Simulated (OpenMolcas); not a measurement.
# Lines of Os6+: computed and rescaled rates

- Program: OpenMolcas 26.06
- Method: SS-CASPT2, IPEA 0.25 Eh, imaginary shift 0.1 Eh (closed shells correlated: 5s 5p)
- Basis: ANO-RCC-VQZP [9s8p6d4f3g2h]
- Scalar Hamiltonian: DKH2, point nucleus
- Active space: 2 electrons in 5 orbitals (5d)
- State averaging: 2S+1 = 3 even, 10 roots; 2S+1 = 1 even, 15 roots
- Spin-orbit coupling: state interaction with AMFI integrals over the reference wave functions, term energies averaged over their components

Rates come from the transition moments of the reference wave functions (E1 and E2 in the length form). At fixed line strength A goes as λ^-3 for E1 and M1 and as λ^-5 for E2, so a rate at the computed wavelength can be rescaled to the measured one. Measured vacuum wavelengths follow from level energies in van het Hof, Joshi, Wyart and Sugar, J. Res. Natl. Inst. Stand. Technol. 100, 687 (1995). Branching counts decays inside the model space alone, at computed energies, and the table is only a selection of the E2 and M1 lines, drawn from those between levels with measured partners whose computed energy lies within a factor of 1.5 of the measured one.

```tsv
Upper	Lower	Type	λ computed (nm)	λ measured (nm)	A computed (s-1)	A rescaled (s-1)	Branching %
5d2 3P1	5d2 3P0	M1	1623	1597	3.85e+00	4.04e+00	58.4
5d2 3F3	5d2 3F2	M1	992.3	970.1	2.31e+01	2.47e+01	100.0
5d2 3P2 [60 %]	5d2 3P1	M1	961.4	906.7	9.21e+00	1.10e+01	19.2
5d2 3P1	5d2 3F3	E2	796.5	848.2	5.78e-02	4.22e-02	0.9
5d2 3P0	5d2 3F2	E2	607.2	631.4	4.34e-01	3.57e-01	100.0
5d2 1G4	5d2 3F3	M1	469	477	2.95e+01		72.7
5d2 3P1	5d2 3F2	M1	441.9	452.5	2.04e+00		31.0
5d2 3P1	5d2 3F2	E2	441.9	452.5	3.61e-01	3.21e-01	5.5
5d2 3P2 [60 %]	5d2 3F3	M1	435.6	438.2	1.01e+01		21.1
5d2 3P2 [60 %]	5d2 3F3	E2	435.6	438.2	2.49e-01	2.42e-01	0.5
5d2 1S0	5d2 3P2 [60 %]	E2	397.4	406.8	4.00e+00		1.6
5d2 3P2 [60 %]	5d2 3F2	M1	302.7	301.9	9.94e-01		2.1
5d2 1S0	5d2 3P1	M1	281.2	280.8	2.18e+02		85.2
5d2 1S0	5d2 3F2	E2	171.8	173.3	9.17e+00		3.6
```

Spin-changing lines and M1 lines between different terms are not rescaled, since their strength hangs on the term gaps too.

The largest correction is for 5d2 3P1 → 5d2 3F3 (E2): 5.78e-02 × (796.5 / 848.2)^5 = 4.22e-02 s-1, a factor of 0.73.

The computed rate and branching of 5d2 3P0 → 5d2 3F2 give the upper level a radiative lifetime of 1.000 / 4.34e-01 s-1 = 2.30e+00 s, counting decays inside the model space alone. The rescaled rate gives about 2.8e+00 s.

These are rates of the free ion; in crystals, glasses and complexes forced electric-dipole and non-radiative decay shorten such lifetimes by orders of magnitude. No measured rate stands beside these. Rescaling mends the energy factor alone: line strengths can still be far off where a level mixes with configurations outside the active space, and weak or spin-changing lines hang on small mixing coefficients that depend on the term gaps too, so rescaling need not improve them.

CASPT2 breaks the degeneracy within a term, and the mean is taken; among the terms shown or strongly mixed into the levels shown the widest spread is 590 cm-1 (5d2 1G). Measured partners are found by configuration, term and J. A level has none where our copy of the source lacks it or the pairing is in doubt (some pairs that miss far off the trend of their configuration count as doubtful). Levels of configurations outside the active space are missing.

A share in square brackets marks a mixed level and gives the weight of the term that names it.
